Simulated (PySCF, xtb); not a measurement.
Si(Cl)2(H)(SeH) (Cl₂H₂SeSi), SMILES Cl[SiH](Cl)[SeH].

Coordinates come from a B3LYP-D3(BJ)/def2-SVP optimisation. The structure was generated by enumeration, and PubChem lists no compound with its InChIKey, so it may never have been made. Other conformers were not sampled.

Method: C-PCM-M06-2X/def2-SVP in PySCF 2.14.0.

The values are the electrostatic part of the solvation free energy, E(continuum) − E(gas) at the gas-phase geometry, in a cavity of scaled van der Waals radii (PySCF's table); cavitation and dispersion terms are not included. In vacuum the orbital gap is 9.04 eV. The dipole moment in vacuum is 1.66 D.

Computed values in water (ε = 78.36), ethylethanoate (ε = 5.99), dimethylsulfoxide (ε = 46.83):
| solvent | ε | ΔG(elec) (kcal/mol) | dipole (D) | gap (eV) |
|---|---|---|---|---|
| water | 78.36 | -2.8 | 2.33 | 9.14 |
| ethylethanoate | 5.99 | -2.3 | 2.20 | 9.12 |
| dimethylsulfoxide | 46.83 | -2.8 | 2.33 | 9.14 |

For comparison, GFN2-xTB/ALPB(water) (xtb, at the GFN2-xTB geometry, all terms of that model) gives -2.0 kcal/mol.
